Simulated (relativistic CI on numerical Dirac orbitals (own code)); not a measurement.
**Ni⁺ in a cubic cluster: 2p photoemission with charge transfer**

Computed with a charge-transfer multiplet model of a cubic metal-ligand cluster with up to one ligand hole, Slater and spin-orbit integrals from Dirac-Coulomb-Breit ions, Slater integrals scaled by 0.8. The ground state mixes d9 with configurations of k ligand holes L, whose averages lie at kΔ + k(k − 1)U_dd/2; a core hole lowers each added d electron by U_cd. 300 K, Lorentzian 0.6 eV and Gaussian 0.8 eV FWHM.

Atomic integrals in eV (Slater integrals scaled, ζ unscaled), ground: F2dd 9.736, F4dd 6.042, zeta_d 0.072; with the core hole: F2dd 9.736, F4dd 6.042, zeta_d 0.103, zeta_core 11.413, F2cd 6.198, G1cd 4.674, G3cd 2.657.

Cluster parameters (eV): Δ = 3.5, U_dd = 8, U_cd = 10.3, 10Dq(ligand) = 1.2, V(eg) = 2.3, V(t2g) = -1.13, final-state hopping factor = 0.8.

```
           Case   n_d    d9  d10L     S
10Dq = -0.05 eV  9.24  0.76  0.24  0.50
 10Dq = 0.25 eV  9.23  0.77  0.23  0.50
 10Dq = 0.55 eV  9.22  0.78  0.22  0.50
 10Dq = 0.85 eV  9.21  0.79  0.21  0.50
 10Dq = 1.15 eV  9.20  0.80  0.20  0.50
```

Weights, n_d and S are thermal averages at 300 K. Binding energies count from the first peak over 30 % of the highest in each spectrum, which can be another peak from case to case. The parameters are a model scan and need not match a compound or its usual spin state. A negative ionic 10Dq is a model choice; hopping adds the covalent part of the field. Peaks in eV (height, largest 100):
- 10Dq = -0.05 eV: 0.0 (100), 7.3 (45), 8.4 (45), 9.7 (39), 17.2 (49), 25.7 (42)
- 10Dq = 0.25 eV: 0.0 (100), 7.3 (54), 9.6 (40), 17.2 (49), 25.6 (42)
- 10Dq = 0.55 eV: 0.0 (100), 7.2 (63), 9.4 (41), 17.2 (49), 25.6 (42)
- 10Dq = 0.85 eV: 0.0 (100), 7.1 (72), 9.3 (41), 17.1 (49), 25.5 (41)
- 10Dq = 1.15 eV: 0.0 (100), 7.0 (81), 9.1 (41), 17.1 (49), 24.4 (34), 25.4 (40)

For the case 10Dq = 0.85 eV, Δ = 3.5 eV is smaller than U_dd = 8 eV, the charge-transfer side of the Zaanen-Sawatzky-Allen scheme. With the core hole the average of the configuration with one ligand hole lies at Δ − U_cd = -6.8 eV before mixing: it lies below the unscreened one, so the lowest final states are mostly screened and the unscreened weight appears at higher binding energy as a satellite.
